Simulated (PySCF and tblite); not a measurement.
Results of a calculation; reference values are marked as such.
4 diastereomers of C₇H₆F₄, numbered alike:

```json
{"isomer": "A", "SMILES": "[F:1][C@H:2]1[C@@H:3]2[CH:4]=[CH:5][C@@H:6]([C:7]([F:8])([F:9])[F:10])[C@H:11]12", "descriptors (one enantiomer)": "2S, 3R, 6R, 11R"}
{"isomer": "B", "SMILES": "[F:1][C@H:2]1[C@@H:3]2[CH:4]=[CH:5][C@H:6]([C:7]([F:8])([F:9])[F:10])[C@H:11]12", "descriptors (one enantiomer)": "2S, 3R, 6S, 11R"}
{"isomer": "C", "SMILES": "[F:1][C@@H:2]1[C@@H:3]2[CH:4]=[CH:5][C@@H:6]([C:7]([F:8])([F:9])[F:10])[C@H:11]12", "descriptors (one enantiomer)": "2R, 3R, 6R, 11R"}
{"isomer": "D", "SMILES": "[F:1][C@@H:2]1[C@@H:3]2[CH:4]=[CH:5][C@H:6]([C:7]([F:8])([F:9])[F:10])[C@H:11]12", "descriptors (one enantiomer)": "2R, 3R, 6S, 11R"}
```

Each isomer is a Boltzmann average at 298.15 K over at most 2 conformers: GFN2-xTB geometries, energies B3LYP/pcSseg-1 (IEF-PCM, dimethylsulfoxide) (D3(BJ) added where defined), GIAO shieldings B3LYP/pcSseg-1 (IEF-PCM, dimethylsulfoxide), GFN2-xTB thermal terms. Programs: PySCF with density fitting and tblite.

(1) What shifts does each isomer give (ppm)?

(2) Which carbons tell the isomers apart best?

Shifts are unscaled: against experiment ¹³C can be off by 15 ppm or more and ¹H by 0.8 ppm.

Results:

(1) 
A: ¹H (against TMS): 6.51 (H4, 1H), 5.70 (H5, 1H), 3.99 (H2, 1H), 3.61 (H6, 1H), 2.63 (H3, 1H), 2.27 (H11, 1H). ¹³C (against TMS): 147.3 (C4), 139.2 (C7), 135.1 (C5), 84.8 (C2), 59.8 (C6), 35.8 (C3), 25.6 (C11).

B: ¹H (against TMS): 6.36 (H4, 1H), 5.56 (H5, 1H), 4.61 (H2, 1H), 4.25 (H6, 1H), 2.61 (H3, 1H), 2.19 (H11, 1H). ¹³C (against TMS): 145.4 (C4), 140.7 (C7), 135.5 (C5), 81.3 (C2), 60.5 (C6), 36.0 (C3), 24.7 (C11).

C: ¹H (against TMS): 6.33 (H4, 1H), 5.91 (H5, 1H), 5.11 (H2, 1H), 3.66 (H6, 1H), 2.49 (H3, 1H), 2.08 (H11, 1H). ¹³C (against TMS): 142.6 (C4), 140.5 (C7), 136.6 (C5), 78.0 (C2), 57.2 (C6), 35.4 (C3), 26.8 (C11).

D: ¹H (against TMS): 6.19 (H4, 1H), 5.82 (H5, 1H), 4.95 (H2, 1H), 4.40 (H6, 1H), 2.53 (H3, 1H), 1.90 (H11, 1H). ¹³C (against TMS): 141.0 (C4), 140.4 (C7), 136.6 (C5), 78.2 (C2), 60.4 (C6), 35.7 (C3), 24.1 (C11).

(2) C2: 84.8 in A, 81.3 in B, 78.0 in C, 78.2 in D; C4: 147.3 in A, 145.4 in B, 142.6 in C, 141.0 in D; C6: 59.8 in A, 60.5 in B, 57.2 in C, 60.4 in D ppm.
